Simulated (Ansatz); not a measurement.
CH4GeOS can be A, `O[CH]1[S][GeH2]1`, or B, `C1[O][GeH2][S]1`.

Gas-phase electronic energies from Ansatz, PBE0-D4/def2-TZVP geometries. CCSD(T)/CBS adds triple-zeta CCSD(T) − MP2 to the extrapolated MP2 energy (def2 sets, frozen cores). Functionals use def2-TZVPP. B3LYP here is the variant with VWN-RPA as its local correlation; programs differ in this. For Ge outer-core shells are correlated without core-valence functions, which leaves a few kJ/mol of doubt a bond. Scalar relativity is left out up to krypton. Each species was taken in one conformer, which may not be the lowest.

A:

Z-matrix (Å, degrees):
```
C
S 1 1.820
Ge 1 1.960 2 71.1
O 1 1.390 2 113.2 3 115.9
H 1 1.090 2 112.4 3 -113.1
H 3 1.527 1 117.8 2 101.4
H 3 1.530 1 122.9 2 -99.2
H 4 0.963 1 108.1 2 -174.0
```

B:

```xyz
8

C     0.1715   -0.5695   -1.0625
O     0.4616    0.7347   -0.6094
Ge   -0.1638    0.6028    1.0733
S    -0.6232   -1.4429    0.3762
H     1.0833   -1.1002   -1.3476
H    -0.5271   -0.5492   -1.9027
H     0.9421    0.7711    2.1306
H    -1.3443    1.5533    1.3420
```

**Question.** Which is lower in electronic energy at CCSD(T)/CBS, and by how much? (Estimate.)

**Answer.** Computed: B, by 91.2 kJ/mol.

**Question.** Give E(B) − E(A) in kJ/mol with r2SCAN-D4, PBE-D4, B3LYP-D4, B2PLYP, PBE0-D4, CCSD/def2-TZVPP, HF/def2-TZVPP. (Best estimate.)

**Answer.** Ansatz gave: r2SCAN-D4 -88.1, PBE-D4 -79.2, B3LYP-D4 -93.5, B2PLYP -96.1, PBE0-D4 -88.8, CCSD/def2-TZVPP -101.9, HF/def2-TZVPP -124.5. None reverses the order clearly.

Largest T1 diagnostic: 0.013.

From PBE to PBE0 (25 % exact exchange), in def2-TZVPP and without D4, E(B) − E(A) moves by −9.7 kJ/mol. In def2-TZVPP, CCSD(T) changes the Hartree–Fock value by +26.6 kJ/mol (the triples alone add +4.0 kJ/mol) and MP2 by +28.4 kJ/mol.
